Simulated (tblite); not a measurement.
C5H7F2S (doublet state).
SMILES with atom numbers: `[CH2:1][S:2]/[C:3]([CH3:4])=[CH:5]\[CH:6]([F:7])[F:8]` (hydrogens: H9, H10 on C1; H11, H12, H13 on C4; H14 on C5; H15 on C6)

A start from a force field or distance geometry was refined with tblite, GFN2-xTB geometry optimisation, gas phase. Values at the start:

```tsv
coordinate	start
C1–S2	1.797 Å
C1–H9	1.126 Å
C1–H10	1.115 Å
S2–C3	1.818 Å
C3–C4	1.497 Å
C3=C5	1.329 Å
C4–H11	1.115 Å
C5–C6	1.501 Å
C5–H14	1.087 Å
C6–F7	1.385 Å
C6–H15	1.131 Å
C1–S2–C3	106.6°
S2–C3–C4	120.3°
S2–C3–C5	117.2°
C3–C5–C6	115.3°
C4–C3–C5	122.4°
C5–C6–F7	107.7°
F7–C6–F8	113.5°
C1–S2–C3–C4	1°
C3–C5–C6–F7	-75°
```

Task: How do these coordinates change at the GFN2-xTB level?

Result: 
```tsv
coordinate	GFN2-xTB (Å or °)	change
C1–S2	1.694	-0.103
C1–H9	1.071	-0.055
S2–C3	1.768	-0.050
C1–H10	1.070	-0.045
C6–H15	1.099	-0.032
C4–H11	1.086	-0.029
C6–F7	1.361	-0.024
C5–C6	1.489	-0.012
C3=C5	1.339	+0.010
C3–C4	1.490	-0.007
C5–H14	1.080	-0.007
C3–C5–C6	125.4	+10.1
F7–C6–F8	105.3	-8.2
C5–C6–F7	110.8	+3.1
S2–C3–C5	119.7	+2.5
S2–C3–C4	117.9	-2.4
C1–S2–C3	105.7	-0.9
C4–C3–C5	122.4	0.0
C3–C5–C6–F7	-123	-48
C1–S2–C3–C4	6	+5
```

The energy falls by 0.837 eV over 130 L-BFGS steps, the largest force on an atom goes from 2.46 to 0.010 eV/Å, and the atoms move by 0.645 Å rms after alignment. The bond that changes most is C1–S2 (ends: carbon bonded to S and 2 H; sulfur bonded to 2 C), which shortens by 0.103 Å. Bonds longer at the end by more than 0.005 Å: 1 of 14; shorter: 13. Among the dihedrals that turn most is S2–C3–C4–H13, from -12° to 49°. Rotational constants go from 2918, 1039, 852.5 to 3153, 896.8, 801.7 MHz.

Its lowest GFN2-xTB frequency is 8i cm⁻¹, too small to tell a flat minimum from a shallow saddle. 3 starts were optimised and ended at 0.00, 0.95 and 2.68 kcal/mol (GFN2-xTB); the lowest of these is shown.

One conformer stands for the species.

All values are computed, not measured.
